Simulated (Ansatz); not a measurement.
Job for Ansatz (a program for electronic structure): R-B3LYP/def2-TZVPP on FH5N2Sn (SMILES [NH2][SnH]([NH2])[F]), a point of a torsion scan. Elements past Kr take the def2 small-core potentials; no spin–orbit coupling.

Ansatz 0.2 input:
```yaml
crystal:
  periodic: [false, false, false]
  atoms:
    - {symbol: N, position_ang: [-1.64051408, -0.50556280, 0.47159511]}
    - {symbol: Sn, position_ang: [0.02932908, 0.54725854, 0.16403830]}
    - {symbol: N, position_ang: [1.47027099, -0.71208295, -0.45915053]}
    - {symbol: F, position_ang: [-0.22913586, 1.66065673, -1.42334422]}
    - {symbol: H, position_ang: [-1.61594558, -1.39573710, -0.01268991]}
    - {symbol: H, position_ang: [-2.47595231, -0.02386875, 0.16260092]}
    - {symbol: H, position_ang: [0.23756217, 1.70476874, 1.36945282]}
    - {symbol: H, position_ang: [2.02333684, -1.12029369, 0.28431717]}
    - {symbol: H, position_ang: [2.11556657, -0.25934876, -1.09611571]}
basis:
  gaussian:
    orbitals: def2-TZVPP
hamiltonian:
  xc: {name: B3LYP}
scf: {lower_state_search: off}
```

Program output:

```
WARN ansatz: RAYON_NUM_THREADS=1 ignored (pool sized by the plan → 1); use --threads N
Functional definition: B3LYP
these checks for a lower state are left out or cut short: stability, starts, cluster_reference, orbital_swaps, neighbouring_geometries, increment
integrals: 0.12 GiB planned
1193 factors; their error is unknown
mean field: 1.06 GiB planned
mean field evaluation 1: about -11598.6076 eV, gradient 9.8e1 eV
mean field evaluation 2: about -11551.7225 eV, gradient 1.7e2 eV
mean field evaluation 4: about -11615.6438 eV, gradient 8.3e0 eV
mean field evaluation 8: about -11615.8143 eV, gradient 3.1e-1 eV
mean field evaluation 16: about -11615.8144 eV, gradient 2.5e-5 eV
mean field -11615.81441888 eV, -426.8733064119 hartree, gradient 1.5e-6 eV, S^2 0.000000; 0 other end points of the search recorded, 0 dependent functions left out
reference -11615.81468949 eV, -426.8733163568 hartree; 25, 25 occupied and 188, 188 virtual orbitals, 1193 factors
Total energy: -11615.81468949 eV, -426.8733163568 hartree
Checks for a lower state left out: stability, starts, cluster_reference, orbital_swaps, neighbouring_geometries, increment
```

The calculation finished and met its thresholds.

Cost: roughly 2.3 core-seconds.
